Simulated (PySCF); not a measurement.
Saddle point of SiH2OF2, closed shell (SiH₂OF₂ ([OH][SiH]([F])[F]) → SiOF₂ ([O][Si]([F])[F]) + H₂; bonds formed: H2–H4; bonds broken: Si1–H2, O3–H4), PBE0-D4/def2-TZVP structure:

```tsv
atom	x (Å)	y (Å)	z (Å)
Si1	0.1149	0.0145	0.4143
H2	-0.6777	0.1569	-1.1080
O3	1.2764	-0.7233	-0.2648
H4	0.1399	-0.2892	-1.1832
F5	0.1506	1.5117	0.8725
F6	-1.0041	-0.6707	1.2693
```

Energies are electronic, without zero-point energy. Barriers and step energies count from the start structure reached by relaxing down the imaginary mode; all methods use the PBE0-D4 structures, on which another method's saddle can fall below an end. Computed with PySCF 2.14 with density fitting (its default auxiliary sets; JK sets also for MP2 and CCSD(T)) (basis: def2-TZVPP, with def2-QZVPP for the basis limit); correlated methods freeze the cores. B3LYP uses VWN-RPA correlation. Extrapolation: Hartree–Fock as exp(−7.88 √X), correlation as X^−2.97.

```csv
method,barrier (eV),step energy (eV)
SPW92,?,2.413
PBE-D4,?,2.253
r2SCAN-D4,2.798,2.399
PBE0-D4,2.932,2.528
B3LYP-D4,2.968,2.437
BHLYP-D4,3.293,2.726
wB97M-V,3.017,2.499
HF,3.749,2.981
MP2,?,2.438
CCSD,3.187,2.620
CCSD(T),3.055,2.523
```

Q: Fill in the withheld barriers. (To be estimated.)

A: Computed: PBE-D4 2.636; SPW92 2.561; MP2 2.962 eV. Each is the energy of the saddle less that of the start structure, by the same method.

For comparison, the barrier by CCSD(T) at an estimated basis limit (MP2 extrapolated from triple and quadruple zeta, plus CCSD(T) − MP2 in triple zeta) is 3.040 eV.

T1 diagnostic: at most 0.016.

Labels in which every atom is bracketed show which atoms are joined, not bond orders.

For scale, one of the runs: CCSD(T)/def2-TZVPP, 163 basis functions, launched by `OMP_NUM_THREADS=4 python run.py`. Hardware: 4 CPU threads of an AMD EPYC, shared host. Wall time 4.7 min; peak host memory 1.6 GiB.
